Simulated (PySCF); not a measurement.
A series of related molecules.

All values: wB97X-D/def2-SVPD (PySCF) at GFN2-xTB geometries, gas phase, one conformer each. Core orbitals are frozen in the response; Δα² is half the sum of the squared differences of the principal polarisabilities.

(1) Rank by dipole moment, highest first.
A. `[F:1][Si@H:2]1[CH:3]=[C:4]([SiH3:5])[O:6][CH2:7][CH2:8]1` with F1–Si2–C3–C4 113°, C3–C4–O6–C7 -16°, C4–O6–C7–C8 57°, O6–C7–C8–Si2 -62°
B. `[CH3:1][O:2]/[C:3]([SiH3:4])=[CH:5]\[SiH2:6][F:7]` with C1–O2–C3–Si4 179°, C3–C5–Si6–F7 178°
C. `[CH3:1][CH2:2][O:3]/[CH:4]=[CH:5]\[SiH2:6][F:7]` with C1–C2–O3–C4 -176°, C2–O3–C4–C5 -176°, C4–C5–Si6–F7 175°
D. `[CH3:1][C@H:2]1[O:3][C:4]([SiH3:5])=[C:6]1[SiH2:7][F:8]` with C4–C6–Si7–F8 -4°

(2) Rank by HOMO–LUMO gap, lowest first.
A. `CCO/C=C\[SiH2]F`
B. `F[Si@H]1C=C([SiH3])OCC1`
C. `C[C@H]1OC([SiH3])=C1[SiH2]F`
D. `CO/C([SiH3])=C\[SiH2]F`

(3) Rank by mean static polarisability, highest first.
A. `CCO/C=C\[SiH2]F`
B. `C[C@H]1OC([SiH3])=C1[SiH2]F`
C. `CO/C([SiH3])=C\[SiH2]F`

Answers

(1) C (4.32 D), B (2.36 D), D (1.86 D), A (1.42 D).

(2) C (9.71 eV), B (10.03 eV), D (10.18 eV), A (10.39 eV).

(3) B (14.98 Å³), C (14.02 Å³), A (11.93 Å³).

All values together:

| SMILES | formula | μ (D) | HOMO (eV) | LUMO (eV) | α (Å³) | Δα (Å³) | electrons | α per electron (Å³) |
| --- | --- | --- | --- | --- | --- | --- | --- | --- |
| CCO/C=C\[SiH2]F | C4H9FOSi | 4.32 | -8.81 | 1.57 | 11.93 | 4.96 | 64 | 0.186 |
| CO/C([SiH3])=C\[SiH2]F | C3H9FOSi2 | 2.36 | -9.07 | 1.11 | 14.02 | 5.59 | 72 | 0.195 |
| F[Si@H]1C=C([SiH3])OCC1 | C4H9FOSi2 | 1.42 | -9.08 | 0.95 | 14.81 | 5.45 | 78 | 0.190 |
| C[C@H]1OC([SiH3])=C1[SiH2]F | C4H9FOSi2 | 1.86 | -8.78 | 0.94 | 14.98 | 5.02 | 78 | 0.192 |

Conformers: `[CH3:1][CH2:2][O:3]/[CH:4]=[CH:5]\[SiH2:6][F:7]` with C1–C2–O3–C4 -176°, C2–O3–C4–C5 -176°, C4–C5–Si6–F7 175°; `[CH3:1][O:2]/[C:3]([SiH3:4])=[CH:5]\[SiH2:6][F:7]` with C1–O2–C3–Si4 179°, C3–C5–Si6–F7 178°; `[F:1][Si@H:2]1[CH:3]=[C:4]([SiH3:5])[O:6][CH2:7][CH2:8]1` with F1–Si2–C3–C4 113°, C3–C4–O6–C7 -16°, C4–O6–C7–C8 57°, O6–C7–C8–Si2 -62°; `[CH3:1][C@H:2]1[O:3][C:4]([SiH3:5])=[C:6]1[SiH2:7][F:8]` with C4–C6–Si7–F8 -4°.
